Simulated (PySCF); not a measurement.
# Two-dimensional NMR puzzle

Compound of formula C6H10ClFSi. Correlations simulated from computed shifts and the bond graph:

HSQC (one-bond C–H):
```csv
δH,δC
6.28,90.4
5.97,123.3
3.00,30.6
2.38,30.6
1.51,20.1
1.04,14.3
0.95,20.1
0.75,14.3
```

COSY cross peaks (H two or three bonds apart, from the bond graph; peaks can be absent where the dihedral angle is near 90°):
```csv
δH,δH
6.28,1.51
6.28,0.95
4.43,4.11
4.43,1.51
4.43,1.04
4.43,0.95
4.43,0.75
4.11,1.51
4.11,1.04
4.11,0.95
4.11,0.75
3.00,2.38
3.00,1.04
3.00,0.75
2.38,1.04
2.38,0.75
1.51,0.95
1.04,0.75
```

HMBC (two and three bonds, from the bond graph):
```csv
δH,δC
6.28,"154.3, 123.3, 30.6, 20.1"
5.97,"154.3, 90.4, 30.6"
4.43,"90.4, 30.6, 20.1, 14.3"
4.11,"90.4, 30.6, 20.1, 14.3"
3.00,"154.3, 123.3, 90.4, 14.3"
2.38,"154.3, 123.3, 90.4, 14.3"
1.51,"154.3, 90.4, 14.3"
1.04,"154.3, 30.6, 20.1"
0.95,"154.3, 90.4, 14.3"
0.75,"154.3, 30.6, 20.1"
```

Carbons without hydrogens: δ 154.3.

- structure optimised with GFN2-xTB
- σ from GIAO-PBE0/pcSseg-1
- run in PySCF
- gas phase, one computed conformer, relativity neglected

Referencing at the same level of theory: $^{1}$H and $^{13}$C vs TMS.

Exchangeable hydrogens are left out of these lists.

**Question.** Assemble the structure.

**Answer.** SMILES C(=C1/[C@H](F)C[SiH2]CC1)/Cl.

Atoms are numbered as in `[F:1][C@@H:2]1[CH2:3][SiH2:4][CH2:5][CH2:6]/[C:7]1=[CH:8]/[Cl:9]`. Each H is labelled by its parent atom. Ha(C3), Ha(Si4), Ha(C5), Ha(C6) are cis to F1 on the ring; Hb(C3), Hb(Si4), Hb(C5), Hb(C6) are trans to F1 on the ring.

- δC 154.3 is C7, a fully substituted alkene carbon.
- δC 123.3 is C8, an alkene CH (δH 5.97).
- δC 90.4 is C2, an allylic sp3 CH bonded to F (δH 6.28).
- δC 30.6 is C6, an allylic sp3 CH2 (δH 2.38, 3.00).
- δC 20.1 is C3, an sp3 CH2 bonded to Si (δH 1.51, 0.95).
- δC 14.3 is C5, an sp3 CH2 bonded to Si (δH 1.04, 0.75).
- HMBC from δH 6.28 reaches the proton-free carbon C7.
- HMBC from δH 5.97 reaches the proton-free carbon C7.
- HMBC from δH 3.00 reaches the proton-free carbon C7.
- HMBC from δH 2.38 reaches the proton-free carbon C7.
- COSY links 6.28–1.51, 6.28–0.95, 4.43–4.11, 4.43–1.51, 4.43–1.04, 4.43–0.95.

The data come from this structure; uniqueness wasn't tested.

Carbons that carry Cl, above all several Cl atoms, come out too deshielded, partly because spin–orbit coupling is missing. Shifts are as computed. Against solution values, carbons near 30 ppm lie about +3 ppm off and those near 130 ppm about +5 ppm; carbons on Cl a further +6 ppm. Of 1309 compounds with measured shifts, 239 miss one by over three times the rms of a fit or turn the order of signals round; such compounds aren't used in these exercises.
